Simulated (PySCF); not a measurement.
## Finite-field polarisability of K (potassium, neutral)

[Ar] 4s1, 2S determinant. Calculation: PySCF 2.14, in ANO-RCC-VTZP; scalar relativity by spin-free X2C-1e. Frozen: [Ne]. Energy changes in a uniform field (μhartree):

| axis | F (au) | HF | MP2 | CCSD | CCSD(T) |
| --- | --- | --- | --- | --- | --- |
| x | 0.0007 | -98.993 | -66.727 | -75.191 | -72.888 |
| x | 0.0014 | -393.983 | -267.211 | -299.992 | -290.937 |

Q: Derive α along x at CCSD(T) from the two fields.

A: With ΔE = −αF²/2 − γF⁴/24, α = −(16 ΔE(F) − ΔE(2F))/(6F²) = 297.7 bohr³.

Q: And the mean polarisability at each level?

A: HF 404.7, MP2 272.3, CCSD 307.2, CCSD(T) 297.7 bohr³. Reference: 289.7 ± 0.3 bohr³ (recommended; Schwerdtfeger and Nagle, table of static dipole polarizabilities (2023 update)).

The basis has no added diffuse functions, which lowers α.
